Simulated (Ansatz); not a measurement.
The same molecule with X = Ti, Zr, Hf. Ansatz, PBE0-D4/def2-TZVP geometries, multiplicity 1. Each molecule was computed in one conformer, which needn't be the lowest.

Elements past krypton have def2 core potentials. Scalar relativity is left out up to krypton.

| X | molecule | mean X–Cl bond length / Å | mean X–O bond length / Å | HOMO–LUMO gap (PBE/def2-TZVPP) / eV | LUMO energy (B3LYP/def2-TZVPP) / eV | HOMO energy (B3LYP/def2-TZVPP) / eV |
| --- | --- | --- | --- | --- | --- | --- |
| Ti | `[OH][Ti]([OH])([Cl])[Cl]` | 2.199 | 1.763 | 3.93 | -2.97 | -8.67 |
| Zr | `[OH][Zr]([OH])([Cl])[Cl]` | 2.358 | 1.894 | 5.48 | -1.44 | -8.64 |

(1) Give the row for X = Hf, `[OH][Hf]([OH])([Cl])[Cl]`. (An estimate is asked.)

## Answers

(1) The calculation gave: 
```json
{"X": "Hf", "molecule": "`[OH][Hf]([OH])([Cl])[Cl]`", "mean X–Cl bond length / Å": "2.357", "mean X–O bond length / Å": "1.897", "HOMO–LUMO gap (PBE/def2-TZVPP) / eV": "5.97", "LUMO energy (B3LYP/def2-TZVPP) / eV": "-0.92", "HOMO energy (B3LYP/def2-TZVPP) / eV": "-8.65"}
```

From Ti to Hf the mean X–Cl bond length isn't monotonic: highest at Zr, lowest at Ti; the mean X–O bond length rises at each step, by 0.134 Å in all; the HOMO–LUMO gap (PBE/def2-TZVPP) rises at each step, by 2.04 eV in all; the LUMO energy (B3LYP/def2-TZVPP) rises at each step, by 2.05 eV in all; the HOMO energy (B3LYP/def2-TZVPP) hardly changes.

B3LYP here is the variant with VWN-RPA as its local correlation; programs differ in this.
